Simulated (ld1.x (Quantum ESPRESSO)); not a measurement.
lead (Pb), TM semilocal: configuration errors across variants

ld1.x (Quantum ESPRESSO) 7.5 input, shortened:

```
&input
   title='Pb', zed=82., rel=1, dft='PBE', iswitch=3,
   config='[Xe] 4f14 5d10 6s2 6p1'
 /
 &inputp
   pseudotype=1, tm=.true., lloc=2,
   nlcc=.false.
 /
3
5S  1  0   2.00   0.00  1.30  1.30  0.0
5P  2  1   6.00   0.00  0.95  0.95  0.0
5D  3  2  10.00   0.00  1.45  1.45  0.0
 &test
   configts(1)='5s2 5p6 5d10 6s2 6p1'
 /
```

Occupied shells without a wave of their own: 6p, 6s. They enter only through the test configuration that unscreens the potential.

All-electron excitation energies from the reference (eV): (1) 5s2 5p6 5d10 6s2 6p2 -6.575; (2) 5s2 5p6 5d10 6s2 6p0 13.445; (3) 5s2 5p6 5d10 6s1 6p0 45.854; (4) 5s2 5p6 5d9 6s2 6p3 12.750; (5) 5s1 5p6 5d10 6s2 6p2 145.392; (6) 5s2 5p6 5d10 6s2 6p1.5 -4.084; (7) 5s2 5p6 5d10 6s1 6p2 9.527.

In the semilocal form every listed channel keeps its own potential, so the choice of the local channel does not act on these tests. It acts once the file is put into the separable form.

A semilocal file is local in each channel, so a ghost entry of none says nothing of the separable form that plane-wave codes build from it.

For the base: The 6p, 6s levels have no wave, so the channel is fitted at the deeper level alone: the likely source of the large errors.

On the changes marked as counting shells twice: ld1.x takes every shell without a wave as core, so the model core holds the marked electrons as well and exchange and correlation see them twice. This cancels in the reference configuration, but the file is broken for other ones, and its errors say nothing about a proper core correction.

Tests that are not counted but printed errors over 1 eV. “wave 5s (bound): rc 1.30 bohr becomes 5s (bound): rc 1.44 bohr”: 5s2 5p6 5d9 6s2 6p3 (pseudo-atom not self-consistent, printed error -130 eV); 5s1 5p6 5d10 6s2 6p2 (solver errors, printed error -80.9 eV); 2 more. “all radii scaled by about 1.12 (s 1.46, p 1.06, d 1.62 bohr)”: 5s2 5p6 5d9 6s2 6p3 (solver errors, printed error -81.0 eV); 5s1 5p6 5d10 6s2 6p2 (solver errors, printed error -80.6 eV); 2 more.

2 further variants failed, have other tests or another functional or relativity, and are left out.

The file “base” misses its own reference levels by 4.0 eV. The file “wave 5s (bound): rc 1.30 bohr becomes 5s (bound): rc 1.44 bohr” misses its own reference levels by 7.9 eV. The file “core correction a·sin(br)/r model core inside 0.96 bohr (6p, 6s counted twice)” misses its own reference levels by 4.0 eV. The file “local potential the p channel” misses its own reference levels by 4.0 eV. The file “all radii scaled by about 1.12 (s 1.46, p 1.06, d 1.62 bohr)” misses its own reference levels by 7.9 eV. The file “wave 5d (bound): rc 1.45 bohr becomes 5d (bound): rc 1.90 bohr” misses its own reference levels by 4.0 eV. The file “form changed from semilocal to separable (Kleinman–Bylander), still TM; local potential the p channel” misses its own reference levels by 1.4 eV. The file “wave 5s (bound): rc 1.30 bohr becomes 5s (bound): rc 1.22 bohr” misses its own reference levels by 2.2 eV.

Errors AE − PS in meV (a dash: test not solved or not reliable):

| change | (1) | (2) | (3) | (4) | (5) | (6) | (7) | bound ghosts |
| --- | --- | --- | --- | --- | --- | --- | --- | --- |
| base | +45 | -111 | -5091 | +219 | -12 | +29 | -4103 | none |
| wave 5s (bound): rc 1.30 bohr becomes 5s (bound): rc 1.44 bohr | – | -249 | -10020 | – | – | – | -8227 | none |
| core correction a·sin(br)/r model core inside 0.96 bohr (6p, 6s counted twice) | -51 | -230 | -5497 | -2.5 | -73 | +3.0 | -4150 | none |
| local potential the p channel | +45 | -110 | -5091 | +219 | -12 | +29 | -4103 | none |
| all radii scaled by about 1.12 (s 1.46, p 1.06, d 1.62 bohr) | – | -262 | -10038 | – | – | – | -8215 | none |
| wave 5d (bound): rc 1.45 bohr becomes 5d (bound): rc 1.90 bohr | +45 | -111 | -5093 | +221 | -21 | +29 | -4104 | none |
| form changed from semilocal to separable (Kleinman–Bylander), still TM; local potential the p channel | +49 | -101 | -1885 | +170 | -105 | +30 | -1371 | none |
| wave 5s (bound): rc 1.30 bohr becomes 5s (bound): rc 1.22 bohr | +48 | -104 | -2932 | +190 | -0.2 | +30 | -2251 | none |

(1) Give the same row for: wave 5p (bound): rc 0.95 bohr becomes 5p (bound): rc 0.98 bohr.

Answers

(1) +43, -107, -5086, +214, -16, +28, -4105; bound ghosts: none.
